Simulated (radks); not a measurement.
Spherical jellium clusters: N electrons in a uniform positive sphere of charge N and radius rs N^(1/3), rs = 4.76 bohr. Calculated with a radial shooting solver with Libxc functionals: non-relativistic Kohn-Sham, LDA (Slater exchange, Perdew-Wang correlation), spin-polarised, spherical densities. Levels are named by radial order and angular momentum (1s, 1p, 1d, 2s, ...), and open shells are averaged over m.

N = 28, configuration 1s2 1p6 1d10 2s2 1f(up 7, down 1). This is the lowest configuration that the search found. Occupied and some empty levels:

| level | occupation | eigenvalue (eV) | <r> (bohr) |
|---|---|---|---|
| 1s up | 1 | -4.3147 | 8.941 |
| 1s down | 1 | -4.1614 | 8.359 |
| 1p up | 3 | -3.8759 | 10.41 |
| 1p down | 3 | -3.6589 | 10.17 |
| 1d up | 5 | -3.3026 | 11.35 |
| 1d down | 5 | -3.0572 | 11.28 |
| 2s up | 1 | -2.9644 | 8.662 |
| 2s down | 1 | -2.8516 | 9.031 |
| 1f up | 7 | -2.6094 | 12.11 |
| 1f down | 1 | -2.3552 | 12.15 |
| 2p up | 0 | -2.0776 | 10.19 |
| 2p down | 0 | -1.9651 | 10.31 |
| 1g up | 0 | -1.8145 | 12.81 |
| 1g down | 0 | -1.5651 | 12.93 |
| 2d up | 0 | -1.2094 | 12.09 |
| 2d down | 0 | -1.0874 | 12.22 |

Energy (eV): total -52.4035, kinetic 36.377, external -1760.2, Hartree 875.55, exchange-correlation -89.720, background 885.57.
